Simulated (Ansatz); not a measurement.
`CN[SiH2]NC` + `C=C(Cl)I` → `CN[SiH2]Cl` + `C=C(I)NC`  (formal exchange of groups at the Si–N bond)

Calculated with Ansatz (gas phase, PBE0-D4/def2-TZVP geometries, no zero-point term in ΔE). CBS: MP2 limit from def2 TZ/QZ plus the TZ coupled-cluster correction, frozen cores. Functionals use def2-TZVPP. Elements past krypton have def2 core potentials. For I outer-core shells are correlated without core-valence functions, which leaves a few kJ/mol of doubt a bond. One conformer a species, not always the lowest.

`CN[SiH2]NC`:

Cartesian coordinates in Å:
```
C -2.337 0.088 -0.635
N -1.097 0.532 -0.041
Si 0.436 0.526 -0.801
N 1.645 0.271 0.379
C 1.726 -0.874 1.257
H -2.954 -0.455 0.088
H -2.119 -0.598 -1.456
H -2.941 0.907 -1.046
H -1.219 1.116 0.772
H 0.287 -0.529 -1.849
H 0.875 1.788 -1.469
H 2.503 0.791 0.292
H 0.733 -1.317 1.363
H 2.060 -0.588 2.260
H 2.401 -1.656 0.886
```

`C=C(Cl)I`:

Z-matrix (Å, degrees):
```
C
C 1 1.322
H 1 1.081 2 120.9
H 1 1.083 2 120.3 3 179.9
Cl 2 1.715 1 122.4 3 -180.0
I 2 2.084 1 122.2 3 0.0
```

`CN[SiH2]Cl`:

Cartesian coordinates in Å:
```
C -1.213 -0.534 -0.487
N -0.431 0.501 0.162
Si 1.200 0.320 0.595
Cl 2.518 0.218 -1.004
H -1.148 -0.500 -1.581
H -2.265 -0.462 -0.201
H -0.855 -1.515 -0.166
H -0.767 1.434 -0.019
H 1.597 1.501 1.391
H 1.365 -0.964 1.310
```

`C=C(I)NC`:

Z-matrix (Å, degrees):
```
C
N 1 1.440
H 1 1.090 2 108.8
H 1 1.098 2 112.8 3 121.0
H 1 1.093 2 109.9 3 -118.2
C 2 1.367 1 119.1 3 -178.3
H 2 1.006 1 116.3 3 -32.5
I 6 2.099 2 112.6 1 174.4
C 6 1.333 2 127.5 1 -8.4
H 9 1.083 6 120.5 2 4.4
H 9 1.078 6 121.3 2 -174.8
```

```
             level  ΔE (kJ/mol)
           PBE0-D4       -102.5
           ωB97X-V        -98.4
               PBE        -99.8
SCS-MP2/def2-QZVPP        -93.9
```

(1) What does CCSD(T)/CBS give? (Best estimate.)

Largest T1 diagnostic among the species: 0.010.

## Answers

(1) Ansatz gave: -94.4 kJ/mol. The listed levels differ from it by -8.1, -4.0, -5.4, 0.5 kJ/mol.
